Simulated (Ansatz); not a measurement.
A run for Ansatz (a first-principles code): R-CCSD(T)/def2-SVP on BrHSSn (SMILES [SH][Sn][Br]), a point of a torsion scan. Elements past Kr take the def2 small-core potentials; no spin–orbit coupling. The run froze 28 orbitals, filled d shells among them.

Ansatz 0.2 input:
```yaml
crystal:
  periodic: [false, false, false]
  atoms:
    - {symbol: S, position_ang: [-1.43305202, 0.37087577, 0.53849627]}
    - {symbol: Sn, position_ang: [0.74151151, 1.10362210, -0.39261844]}
    - {symbol: Br, position_ang: [2.21067675, 0.91264285, 1.66358776]}
    - {symbol: H, position_ang: [-1.60865640, -0.66625902, -0.27347666]}
basis:
  gaussian:
    orbitals: def2-SVP
magnetization: {spin_polarized: false}
correlation: {method: ccsd_t, electrons: outside_noble_gas}
scf: {lower_state_search: off}
```

Predict the final total energy.

-3183.8795 hartree (reference determinant -3183.5230, T1 diagnostic 0.016).
